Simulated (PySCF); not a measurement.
Interval between two levels of Ti²⁺ by level of theory

Ti²⁺ [Ar] 3d2 [3F4, M_J = 4] → Ti²⁺ [Ar] 3d1 4p1 [3F4, M_J = 4], as a difference of total energies. Calculation: PySCF 2.14, in x2c-SVPall-2c with one added diffuse shell each of s, d type (6s5p4d1f, 48 functions); the two-component X2C-1e Hamiltonian. Correlated levels: [Ne] frozen; the 6 highest virtual spinors dropped. "Screened" scales the spin-orbit matrix elements by Boettger's factors to mimic the two-electron term; Breit and QED terms are absent.

```
                    method  interval between two levels (cm⁻¹)
           GHF (spin-free)                               78039
          GMP2 (spin-free)                               75841
 GHF (screened spin-orbit)                               78143
GMP2 (screened spin-orbit)                               75948
```

The labels give the starting determinants; with spin-orbit coupling the two ends relaxed to ⟨J²⟩ = 20.00, ⟨L²⟩ = 12.00, ⟨S²⟩ = 2.00 and ⟨J²⟩ = 20.00, ⟨L²⟩ = 12.00, ⟨S²⟩ = 2.00.
